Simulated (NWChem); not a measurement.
System: CAuO cation; SMILES [C-](->[Au+])#[O+]

Input file for NWChem:

```
start job
memory heap 200 mb stack 900 mb global 1100 mb
charge 1
geometry units angstroms noautoz
  Au    -0.273504    -0.213409    -0.225694
  O      1.736817     1.354378     1.433197
  C      0.986770     0.769450     0.814268
end
basis spherical
  Au library def2-svp
  O library def2-svp
  C library def2-svp
end
ecp
  Au library def2-ecp
end
dft
  xc b3lyp
  iterations 150
  mulliken
end
task dft energy
```

The geometry was optimised at PBE-D3(BJ)/def2-SVP. The spin multiplicity was typed, not searched, and may not be the lowest. def2 effective core potentials on Au; no spin-orbit coupling.

Question: Give the results of this calculation. (B3LYP/def2-SVP with def2 effective core potentials on Au.) Quantities: energy (Ha); highest occupied level (eV); orbital gap (eV).

Answer: The energy (Ha) is -248.71, the highest occupied level (eV) is -15.46 and the orbital gap (eV) is 5.56.
